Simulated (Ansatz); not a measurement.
Reaction (ligand exchange at the Si–S bond): `C[SiH2]S[SiH2][GaH2]` + `[NH2][GeH3]` → `C[SiH2][NH][GeH3]` + `S[SiH2][GaH2]`

Program: Ansatz. Geometries: PBE0-D4/def2-TZVP. ΔE: electronic, gas phase. CCSD(T)/CBS is the MP2 limit (def2-TZVPP, def2-QZVPP) plus CCSD(T) − MP2 in def2-TZVPP, frozen cores. DFT in def2-TZVPP. B3LYP here is the variant with VWN-RPA as its local correlation; programs differ in this. HSE06 is defined as in plane-wave codes. For Ga, Ge outer-core shells are correlated without core-valence functions, which leaves a few kJ/mol of doubt a bond. Scalar relativity is left out up to krypton. One conformer a species, not always the lowest.

```json
{"level": "BLYP-D4", "ΔE (kcal/mol)": "3.1"}
{"level": "HSE06-D4", "ΔE (kcal/mol)": "4.7"}
{"level": "BHLYP-D4", "ΔE (kcal/mol)": "2.1"}
{"level": "ωB97X-V", "ΔE (kcal/mol)": "2.6"}
{"level": "B2PLYP", "ΔE (kcal/mol)": "0.8"}
{"level": "B3LYP", "ΔE (kcal/mol)": "-0.5"}
{"level": "HF/def2-SVP", "ΔE (kcal/mol)": "-4.0"}
{"level": "MP2/def2-SVP", "ΔE (kcal/mol)": "1.1"}
```

Problem. What does CCSD(T)/CBS give? (Estimate.)

Solution. Computed: +3.3 kcal/mol. The listed levels differ from it by -0.2, 1.4, -1.2, -0.7, -2.5, -3.8, -7.3, -2.2 kcal/mol.

Largest T1 diagnostic among the species: 0.013.

Leaving LDA and LC-ωPBE aside and taking each functional with its dispersion term where it has one, the values, not all of them listed here, spread over 4.9 kcal/mol, from B2PLYP to revPBE-D4. LDA lies +1.9 kcal/mol from PBE without D4. The D4 term adds +3.2 kcal/mol with B3LYP and +1.7 kcal/mol with PBE0; it sums over pairs of atoms, weighted by their polarisabilities, and B3LYP, whose exchange is more repulsive, gets the larger term. In def2-TZVPP, CCSD(T) changes the Hartree–Fock value by +5.8 kcal/mol (the triples alone add +1.1 kcal/mol) and MP2 by +6.9 kcal/mol.
